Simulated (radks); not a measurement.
Task: All-electron atom: Nd I in [Xe] 4f4 6s2. All-electron calculation, Dirac Kohn-Sham, exchange-only LDA, spin-unpolarised, spherical densities, point nucleus; open shells are shared between the two j in proportion to 2j + 1. Program: a radial shooting solver on a logarithmic mesh with Libxc functionals.

Spin-orbit splittings of the eigenvalues, e(l+1/2) - e(l-1/2), with zeta = 2 splitting/(2l+1) and mean radii in bohr:

| shell | occ. | splitting (eV) | zeta (eV) | <r> j=l-1/2 | <r> j=l+1/2 |
|---|---|---|---|---|---|
| 2p | 6 | 519.4 | 346.3 | 0.08425 | 0.09066 |
| 3p | 6 | 103.6 | 69.08 | 0.2559 | 0.2684 |
| 3d | 10 | 22.42 | 8.968 | 0.2396 | 0.2435 |
| 4p | 6 | 22.62 | 15.08 | 0.6239 | 0.6526 |
| 4d | 10 | 3.993 | 1.597 | 0.7018 | 0.7121 |
| 4f | 4 | ? | ? | 1.131 | 1.162 |
| 5p | 6 | 3.056 | 2.037 | 1.670 | 1.766 |

Estimate the 4f splitting.

Result: 0.4006 eV (zeta = 0.1145 eV).
